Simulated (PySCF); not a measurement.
# UHF on Bi²⁺ (bismuth, charge +2)

Configuration: [Xe] 4f14 5d10 6s1 6p1 7s1, high-spin 4P determinant (an excited configuration). Calculation: PySCF 2.14, in aug-cc-pVQZ-PP with one added diffuse shell each of s, p, d, f, g type with ECP60MDF (8s8p6d4f3g, 117 functions); a scalar-relativistic core potential.

| Property | Result |
| --- | --- |
| Total energy | -212.036979 hartree |
| One-electron energy | -353.8157 hartree |
| Hartree (Coulomb) energy | 157.3179 hartree |
| Exchange energy | -15.5392 hartree |
| ⟨S²⟩ | 3.7524 |
| ⟨L²⟩ | 2.097 |
| Sum of ⟨r⟩ | 29.07 bohr |
| Sum of ⟨r²⟩ | 60.64 bohr² |
| Traceless quadrupole moment −½Σ⟨3z² − r²⟩ along its main axis | -0.909 e·bohr² |
| Time after the integrals | about 5 core-seconds |

```csv
shell,electrons,mean orbital energy (eV),spread (eV),"rms radius, mean of both spins (bohr)"
5s α,1,-205.34,0,0.899
5s β,1,-204.57,0,0.899
5p α,3,-139.29,0.205,1.02
5p β,3,-138.87,0.720,1.02
5d α,5,-58.970,0.450,1.30
5d β,5,-58.246,0.866,1.30
6s α,1,-40.331,0,2.17
6p α,1,-27.373,0,2.67
7s α,1,-13.658,0,4.91
```

Energies and moments cover only the electrons outside the core potential. Spin-orbit coupling, absent here, splits the open shell strongly. The outer electron is Rydberg-like, and this basis confines it to a smaller radius and binds it less than a complete one would.
